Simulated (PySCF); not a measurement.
Harmonic spectrum computed at PBE0 in the def2-TZVP basis family (core potentials from Rb on, PySCF, no spin–orbit coupling):

```json
{"symmetry": "a1", "ω (cm⁻¹)": "199", "IR (km/mol)": "11.6"}
{"symmetry": "a1", "ω (cm⁻¹)": "989", "IR (km/mol)": "12.6"}
{"symmetry": "b2", "ω (cm⁻¹)": "989", "IR (km/mol)": "307"}
```

Problem. Which molecule gave it? In each, all ligands are bound to the one heavy central atom.
A. IrO₂ (doublet)
B. TcO₂ (quartet)
C. PtO₂ (singlet)
D. RhO₂ (doublet)

Solution. D. It has C2v symmetry with Rh–O 1.661 Å (×2).
